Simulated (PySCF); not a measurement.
Spinor energies of Pb⁺ (lead, charge +1)

Start: [Xe] 4f14 5d10 6s2 6p1; 6p1/2 filled at m_j = +1/2. Calculated with PySCF 2.14 in x2c-QZVPPall-2c (16s16p12d7f1g, 182 functions): generalised Hartree-Fock with the X2C-1e Hamiltonian and a Gaussian nucleus; one run each with spin-orbit coupling (SO) switched off, then screened by Boettger's factors.

| spinor shell | electrons | ε, spin-free (eV) | ε, screened SO (eV) | weight of nominal j (screened SO) | rms radius, screened SO (bohr) |
| --- | --- | --- | --- | --- | --- |
| 1s1/2 | 2 | -88517.7 | -88478.6 | 1.000 | 0.0181 |
| 2s1/2 | 2 | -15998.3 | -15985.7 | 1.000 | 0.0730 |
| 2p1/2 | 2 | -13743.6 | -15328.8 | 1.000 | 0.0617 |
| 2p3/2 | 4 | -13743.6 | -13133.5 | 1.000 | 0.0700 |
| 3s1/2 | 2 | -3919.3 | -3915.0 | 1.000 | 0.186 |
| 3p1/2 | 2 | -3262.8 | -3619.3 | 1.000 | 0.178 |
| 3p3/2 | 4 | -3262.8 | -3122.4 | 1.000 | 0.195 |
| 3d3/2 | 4 | -2580.3 | -2641.6 | 1.000 | 0.170 |
| 3d5/2 | 6 | -2580.3 | -2536.0 | 1.000 | 0.175 |
| 4s1/2 | 2 | -932.76 | -931.11 | 1.000 | 0.408 |
| 4p1/2 | 2 | -713.91 | -801.94 | 1.000 | 0.412 |
| 4d3/2 | 4 | -454.56 | -467.85 | 1.000 | 0.455 |
| 4d5/2 | 6 | -454.56 | -444.15 | 1.000 | 0.466 |
| 5s1/2 | 2 | -174.99 | -174.26 | 1.000 | 0.915 |
| 4f5/2 | 6 | -166.77 | -168.83 | 1.000 | 0.491 |
| 4f7/2 | 8 | -166.77 | -163.54 | 1.000 | 0.497 |
| 5p1/2 | 2 | -111.89 | -128.11 | 1.000 | 0.982 |
| 5p3/2 | 4 | -111.89 | -104.85 | 1.000 | 1.08 |
| 5d3/2 | 4 | -37.086 | -38.341 | 1.000 | 1.36 |
| 5d5/2 | 6 | -37.086 | -35.357 | 1.000 | 1.41 |
| 6s1/2 | 2 | -22.348 | -22.092 | 0.997 | 2.47 |
| 6p1/2 | 1 | -13.477 | -14.808 | 0.999 | 3.01 |

**Question.** Where does 4p3/2 lie, and what is the 4p spin-orbit splitting (screened SO)?

**Answer.** At -678.51 eV, 123.42 eV above 4p1/2.

```csv
quantity,spin-free,screened SO
E (hartree),-20865.60733,-20903.73956
M_J,1/2,1/2
⟨J²⟩,1.423,0.761
⟨L²⟩,2.027,2.220
⟨S²⟩,0.759,0.953
```

Each row is a mean over spinors that exchange with the open shell spreads, by up to 0.611 eV (6s1/2).

Breit and QED terms are absent; they matter most for the inner s and p1/2 levels.

Densities and radii are taken from the X2C orbitals without a picture-change correction, which distorts them close to the nucleus.

Without spin-orbit coupling the j labels of p, d and f shells carry no meaning; the spin-free column gives the mean over the occupied spinors of each nl shell, and its ⟨J²⟩ belongs to a mixture of degenerate components.
